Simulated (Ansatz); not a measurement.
One change: `[AlH2][I]` becomes `BI`.

Ansatz, PBE0-D4/def2-TZVP geometries, multiplicity 1. 

Elements past krypton have def2 core potentials.

| property | `[AlH2][I]` |
| --- | --- |
| HOMO energy (ωB97M-V/def2-TZVPP) / eV | -9.78 |
| ideal-gas entropy at 298 K and 1 bar (rigid rotor, harmonic PBE0-D4/def2-TZVP) / J/(mol·K) | 273 |
| LUMO energy (PBE/def2-TZVPP) / eV | -2.62 |
| size of the dipole moment (ωB97M-V/def2-TZVPP) / D | 1.09 |
| size of the dipole moment (B3LYP/def2-TZVPP) / D | 0.97 |
| HOMO energy (B3LYP/def2-TZVPP) / eV | -7.43 |

What does the change do to each property? (An estimate is asked.)

The calculation gave: 
| property | `BI` | shift |
| --- | --- | --- |
| HOMO energy (ωB97M-V/def2-TZVPP) / eV | -9.71 | 0.07 |
| ideal-gas entropy at 298 K and 1 bar (rigid rotor, harmonic PBE0-D4/def2-TZVP) / J/(mol·K) | 254 | -19 |
| LUMO energy (PBE/def2-TZVPP) / eV | -3.14 | -0.52 |
| size of the dipole moment (ωB97M-V/def2-TZVPP) / D | 0.47 | -0.62 |
| size of the dipole moment (B3LYP/def2-TZVPP) / D | 0.36 | -0.61 |
| HOMO energy (B3LYP/def2-TZVPP) / eV | -7.33 | 0.10 |

With PBE0 the HOMO rises by 0.11 eV and the LUMO falls by 0.33 eV, so the gap narrows by about 0.44 eV. PBE moves the HOMO by 0.11 eV and ωB97M-V by 0.07 eV. Dipoles are sizes alone; their direction can turn.

B3LYP here is the variant with VWN-RPA as its local correlation; programs differ in this.

Spin–orbit coupling is left out; it splits and shifts lone-pair levels of the heavy atoms by tenths of an eV.
